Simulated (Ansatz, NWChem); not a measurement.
# CBr2F2 (dibromodifluoromethane): methods side by side

CBr2F2: 5 atoms, total charge 0, spin state singlet. SMILES: `FC(F)(Br)Br`. The shape is that of a PBE0-D4/def2-TZVP optimisation.

Quantity: the vertical energy of the triplet above the singlet, in eV. The values are calculated.

```csv
level,kind,program,value (eV),less CCSD(T)/cc-pVDZ,CPU time (all runs)
BLYP/cc-pVDZ,GGA,Ansatz,4.61,-0.78,27 s
revPBE/cc-pVDZ,GGA,Ansatz,4.65,-0.74,28 s
M06-2X/cc-pVDZ,hybrid meta-GGA,NWChem,5.30,-0.09,5.4 min
wB97M-V/cc-pVDZ,range-separated hybrid,Ansatz,5.35,-0.04,4.4 min
PBE-QIDH/cc-pVDZ,double hybrid,Ansatz,5.33,-0.06,61 s
RPA@PBE0/cc-pVDZ,RPA,Ansatz,5.10,-0.29,49 s
CCSD(T)/cc-pVDZ,coupled cluster or CI,Ansatz,5.39,0.00,3.7 min
CCSD/cc-pVDZ,coupled cluster or CI,Ansatz,5.41,+0.02,2.8 min
```

CCSD(T)/cc-pVDZ is the highest level here, not the true value. All-electron rows without a relativistic Hamiltonian named are non-relativistic. Spin-orbit coupling, which can split open shells on such heavy atoms by tenths of an eV, is left out. The values span 4.61 to 5.41 eV. A triplet this far above the singlet is often a Rydberg-like or dissociative state; sets without diffuse functions put Rydberg states too high. In the correlated wave-function rows the outer d shell of Br is correlated, in sets not made for it. Times are those of the runs behind each value, whatever else they computed, on shared processors of several kinds: orders of magnitude only.
